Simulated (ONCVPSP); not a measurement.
# Pseudopotential generation for germanium (Ge): ONCV, PBE, scalar-relativistic.

The input file (ONCVPSP 4.0.1):

```
# ATOM AND REFERENCE CONFIGURATION
# atsym  z   nc   nv     iexc    psfile
  Ge 32.00    5    3        4      upf
#
#   n    l    f
    1    0    2.00
    2    0    2.00
    2    1    6.00
    3    0    2.00
    3    1    6.00
    3    2   10.00
    4    0    1.00
    4    1    3.00
#
# PSEUDOPOTENTIAL AND OPTIMIZATION
# lmax
    2
#
#   l,   rc,      ep,       ncon, nbas, qcut
    0    1.65    0.00    4    6    3.30
    1    1.65    0.00    4    6    4.60
    2    0.75    0.00    4    8   16.40
#
# LOCAL POTENTIAL
# lloc, lpopt,  rc(5),   dvloc0
    2    5    0.75    0.00
#
# VANDERBILT-KLEINMAN-BYLANDER PROJECTORs
# l, nproj, debl
    0    2    1.00
    1    2    1.30
    2    0    0.90
#
# MODEL CORE CHARGE
# icmod, fcfact, rcfact
    0    0.00    0.00
#
# LOG DERIVATIVE ANALYSIS
# epsh1, epsh2, depsh
   -3.00    5.00    0.02
#
# OUTPUT GRID
# rlmax, drl
    6.00    0.01
#
# TEST CONFIGURATIONS
# ncnf
    4
# nvcnf
#   n    l    f
    3
    3    2   10.00
    4    0    2.00
    4    1    2.00
#
    3
    3    2   10.00
    4    0    2.00
    4    1    1.00
#
    3
    3    2   10.00
    4    0    2.00
    4    1    0.00
#
    3
    3    2   10.00
    4    0    1.00
    4    1    0.00
#
```

Command:

```bash
oncvpsp.x < Ge.dat > Ge.out
```

Output (shortened: citation, most of the input echo, consistency checks and plot data are left out):

```
ONCVPSP  (Optimized Norm-Conservinng Vanderbilt PSeudopotential)
scalar-relativistic version 4.0.1

test_data: must have ncon+3 <= nbas <= ncon+5, l=   0
 for nproj=2
test_data: must have ncon+3 <= nbas <= ncon+5, l=   1
 for nproj=2
ERROR: test_data found   2 ERROR; stopping
```

The run stopped because the input breaks a rule of the program on the basis size: nbas must lie between ncon + 3 and ncon + 5.

The run took about 0.01 s on one core of a shared server CPU.
